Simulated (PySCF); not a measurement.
CsH: frontier orbitals

RHF at R = 2.507 Å; Cs def2-TZVP with ECP46, H def2-TZVP; scalar-relativistic core potentials (PySCF 2.14). State: ¹Σ⁺ (singlet), closed shell. Only the outer orbitals are listed, counted within each symmetry, core potentials removing the inner ones.

```json
{"orbital": "1σ", "occ.": "2", "ε (eV)": "-35.19", "on Cs (%)": "100", "main shells (%)": "100 Cs s"}
{"orbital": "1π", "occ.": "2", "ε (eV)": "-18.00", "on Cs (%)": "100", "main shells (%)": "100 Cs p"}
{"orbital": "1π", "occ.": "2", "ε (eV)": "-18.00", "on Cs (%)": "100", "main shells (%)": "100 Cs p"}
{"orbital": "2σ", "occ.": "2", "ε (eV)": "-17.81", "on Cs (%)": "98", "main shells (%)": "98 Cs p"}
{"orbital": "3σ", "occ.": "2", "ε (eV)": "-6.10", "on Cs (%)": "24", "main shells (%)": "76 H s, 11 Cs s, 8 Cs d"}
{"orbital": "4σ", "occ.": "0", "ε (eV)": "-0.02", "on Cs (%)": "99", "main shells (%)": "68 Cs s, 31 Cs p"}
{"orbital": "2π", "occ.": "0", "ε (eV)": "0.67", "on Cs (%)": "100", "main shells (%)": "77 Cs p, 23 Cs d"}
{"orbital": "2π", "occ.": "0", "ε (eV)": "0.67", "on Cs (%)": "100", "main shells (%)": "77 Cs p, 23 Cs d"}
```

Question: Which are the highest filled and the lowest empty level, where do they sit, and how wide is the gap?

Answer: Highest filled 3σ at -6.10 eV (in %: 76 H s, 11 Cs s, 8 Cs d); lowest empty 4σ at -0.02 eV (in %: 68 Cs s, 31 Cs p); the gap at RHF is 6.08 eV.

* bond order (Mayer): 0.68
* ⟨S²⟩: 0.000
* charge on Cs (Mulliken, basis-dependent): 0.55
* charge on Cs (Löwdin, basis-dependent): 0.42
* dipole moment (positive dipole means Cs(−)H(+)): -9.25 D
* polarisability along the bond: 72.0 bohr³
* polarisability across the bond: 37.9 bohr³

Spin–orbit coupling is left out.
